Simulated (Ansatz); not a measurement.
`[CH3][GeH]1[CH2][NH]1` → `[CH2]` (triplet) + `[CH2]1[NH][GeH2]1` at 400 K and 1 bar (formal loss of a carbene).

Isolated molecules relaxed with PBE0-D4/def2-TZVP in Ansatz; ΔE leaves out vibrations. CBS: MP2 limit from def2 TZ/QZ plus the TZ coupled-cluster correction, frozen cores. This one scheme is used for every species. Triplets are unrestricted, without spin–orbit coupling. For Ge outer-core shells are correlated without core-valence functions, which leaves a few kJ/mol of doubt a bond. Scalar relativity is left out up to krypton.

```csv
species,CCSD(T)/CBS energy (Eh),H − E (kJ/mol),S (J/(mol·K))
`[CH3][GeH]1[CH2][NH]1`,-2211.08837,256.7,356.8
`[CH2]` (triplet),-39.09499,59.0,205.7
`[CH2]1[NH][GeH2]1`,-2171.81355,172.4,304.9
```

H − E and S are ideal-gas, rigid-rotor, harmonic terms from PBE0-D4/def2-TZVP, for one conformer and one mirror image of each species, with the whole ground term of open shells counted as degenerate. 1 Eh = 2625.50 kJ/mol, R = 8.31446 J/(mol·K).

Task: By hand: ΔE, ΔH, ΔS and ΔG.

Result: ΔE = (-39.09499) + (-2171.81355) − (-2211.08837) = 0.17983 Eh = 472.1 kJ/mol. Δ(H − E) = 59.0 + 172.4 − 256.7 = -25.3, so ΔH = 446.8 kJ/mol. ΔS = 205.7 + 304.9 − 356.8 = 153.8 J/(mol·K). ΔG = 446.8 − 400 × (153.8)/1000 = 385.3 kJ/mol.

Task: By hand: the equilibrium constant, and the temperature at which ΔG would vanish if ΔH and ΔS stayed fixed.

Result: log₁₀ K = −ΔG/(RT ln 10) = -50.3. ΔG = 0 at ΔH/ΔS = 2905 K, far beyond where these terms or the molecules hold.

The number of gas molecules changes by +1, which sets the sign of ΔS. A doubt of 5 kJ/mol in ΔE shifts log₁₀ K by 0.7 here. Other conformers and mirror images would add mixing entropy, several J/(mol·K) or more a flexible species. A triplet takes part, so the spin changes. These are equilibria of isolated gas molecules and say nothing of rates. Largest T1 diagnostic: 0.012 (customary marks: 0.02 for closed shells, 0.045 for open ones).
